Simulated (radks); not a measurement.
Results of a calculation; reference values are marked as such.
Mean orbital radii <r> (bohr) of the hafnium ion Hf+, [Xe] 4f14 5d1 6s2, at several levels of relativity; Dirac values are averaged over j with weights 2j + 1. Spin-unpolarised spherical Kohn-Sham, PBE, point nucleus unless stated (finite: rms radius 5.347 fm), a radial shooting solver on a logarithmic mesh with Libxc functionals. A level marked "c x" has the speed of light scaled by that factor and shares open shells by 2j + 1; other Dirac levels either fill j = l - 1/2 first or share by 2j + 1.

shell,non-rel.,scalar-rel.,"Dirac, 2j+1 shares","Dirac, c x 1.25","change of magnitude, last against first (%)"
3s,0.2268,0.2086,0.2081,0.2151,-5.13
3p,0.2167,0.2085,0.2077,0.2110,-2.65
3d,0.1904,0.1890,0.1890,0.1895,-0.51
4s,0.5080,0.4682,0.4681,0.4830,-4.92
4p,0.5166,0.4977,0.4965,0.5039,-2.46
4d,0.5376,0.5352,0.5355,0.5361,-0.27
5s,1.236,1.132,1.133,1.172,-5.17
5p,1.379,1.333,1.331,1.349,-2.17
4f,0.6505,0.6755,0.6763,0.6662,+2.41
5d,2.079,2.170,2.173,2.136,+2.78
6s,3.350,3.115,3.116,3.207,-4.27
6p (empty),4.086,4.039,4.030,4.050,-0.87
